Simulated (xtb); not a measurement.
H₂Te, triplet, at a GFN2-xTB geometry of the parent state (a higher spin typed on purpose: for a closed-shell molecule this is an excited state); GFN1-xTB (xtb).

The xtb input:
```
$ xtb mol.xyz --gfn 1 --chrg 0 --uhf 2 --json

# file mol.xyz
3

Te    -0.00025927     0.04373338     0.00203842
H     -1.13139252    -1.14269398    -0.07705391
H      1.14487465    -1.13144164    -0.02894369
```

It wrote (shortened):

```
   ID    Z sym.   atoms
    1   52 Te     1
    2    1 H      2, 3

           -------------------------------------------------
          |                Calculation Setup                |
           -------------------------------------------------

           -------------------------------------------------
          |                 G F N 1 - x T B                 |
           -------------------------------------------------

          ...................................................
          :                      SETUP                      :
          :.................................................:
          :  # basis functions                  14          :
          :  # atomic orbitals                  13          :
          :  # shells                            7          :
          :  # electrons                         8          :
          :  # halogen bonds                     0          :
          :  max. iterations                   250          :
          :  Hamiltonian                  GFN1-xTB          :
          :  restarted?                      false          :
          :  GBSA solvation                  false          :
          :  PC potential                    false          :
          :  electronic temp.          300.0000000     K    :
          :  accuracy                    1.0000000          :
          :  -> integral cutoff          0.2500000E+02      :
          :  -> integral neglect         0.1000000E-07      :
          :  -> SCF convergence          0.1000000E-05 Eh   :
          :  -> wf. convergence          0.2000000E-04 e    :
          :  Broyden damping             0.4000000          :
          :  net charge                          0          :
          :  unpaired electrons                  2          :
          ...................................................

 iter      E             dE          RMSdq      gap      omega  full diag
   1     -4.6671245 -0.466712E+01  0.456E+00    2.19       0.0  T
   2     -4.6742529 -0.712843E-02  0.212E+00    2.20       1.0  T
   3     -4.6744345 -0.181619E-03  0.601E-01    2.21       1.0  T
   4     -4.6744727 -0.381987E-04  0.103E-02    2.21       5.6  T
   5     -4.6744729 -0.171238E-06  0.287E-04    2.21     201.3  T
   6     -4.6744729  0.405809E-11  0.479E-05    2.21    1206.3  T
   7     -4.6744729 -0.406875E-11  0.279E-08    2.21  100000.0  T

   *** convergence criteria satisfied after 7 iterations ***

[...]
         :: total energy              -4.663078687801 Eh    ::
[...]
      -------------------------------------------------------------
         1        2.0000           -1.1335069             -30.8443
         2        2.0000           -0.4987285             -13.5711
         3        2.0000           -0.4788186             -13.0293
         4        1.0000           -0.3879636             -10.5570
         5        1.0000           -0.2026884              -5.5154 (HOMO)
         6                         -0.1214811              -3.3057 (LUMO)
         7                         -0.0743304              -2.0226
         8                         -0.0549871              -1.4963
         9                         -0.0306223              -0.8333
        10                         -0.0306223              -0.8333
        11                         -0.0306223              -0.8333
        12                          0.3640681               9.9068
        13                          0.8632541              23.4903
      -------------------------------------------------------------
                  HL-Gap            0.0812073 Eh            2.2098 eV
             Fermi-level           -0.2977379 Eh           -8.1019 eV

  Mulliken/CM5 charges         n(s)   n(p)   n(d)
     1Te    0.00856 -0.06750   1.985  3.578  0.428
     2H    -0.00428  0.03375   1.004  0.000  0.000
     3H    -0.00428  0.03375   1.004  0.000  0.000

Wiberg/Mayer (AO) data.
largest (>0.10) Wiberg bond orders for each atom

 ---------------------------------------------------------------------------
     #   Z sym  total        # sym  WBO       # sym  WBO       # sym  WBO
 ---------------------------------------------------------------------------
     1  52 Te   1.846 --     2 H    0.923     3 H    0.923
     2   1 H    0.983 --     1 Te   0.923
     3   1 H    0.983 --     1 Te   0.923
 ---------------------------------------------------------------------------

Topologies differ in total number of bonds
Writing topology from bond orders to xtbtopo.mol

 dipole moment from electron density (au)
     X       Y       Z
   0.0021  -0.3556  -0.0166  total (Debye):    0.905

           -------------------------------------------------
          | TOTAL ENERGY               -4.663078687801 Eh   |
          | GRADIENT NORM               0.111371422410 Eh/α |
          | HOMO-LUMO GAP               2.209762790132 eV   |
           -------------------------------------------------

normal termination of xtb
```
